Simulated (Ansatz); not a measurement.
Several settings on one geometry of the cluster Al2Cu (that of the charge 0 doublet, PBE0-D4/def2-TZVP). Ansatz on 2 threads of Arm Neoverse V2 on a shared host; times are rough.

```xyz
3

Al   -1.1825    0.6832   -0.4281
Al    1.3050    0.5410   -0.2296
Cu   -0.1225   -1.2242    0.6577
```

Totals from different functionals, basis sets or treatments of relativity can't be compared as stabilities.

DK, ANO-RCC and x2c sets are all-electron and run with scalar relativity unless a key says otherwise. The 6-31G sets use Cartesian d functions.

The spins typed aren't always the lowest for that charge.

(1) Give the basis size and estimate the energy, ⟨S²⟩ and time of these runs.

| run | method | charge | state | further keys |
| --- | --- | --- | --- | --- |
| 1 | UKS revPBE0/cc-pVTZ-DK | 0 | quartet | scf: {lower_state_search: light}; forces asked |
| 2 | RKS BHLYP/aug-cc-pVDZ | 1 | singlet | forces asked |
| 3 | UKS PBE0-D3(BJ)-ATM/6-31G* | 0 | quartet | – |

Answers

(1) 
| run | functions | energy (Eh) | ⟨S²⟩ | wall time |
| --- | --- | --- | --- | --- |
| 1 | 136 | -2140.2721 | 3.77 | 12 s |
| 2 | 113 | -2125.0889 | – | 4 s |
| 3 | 74 | -2124.4841 | 3.77 | 4.6 s |

The restricted singlet is unstable towards broken spin symmetry in Hartree–Fock (as tested in another run); at RKS BHLYP/aug-cc-pVDZ this wasn't settled.
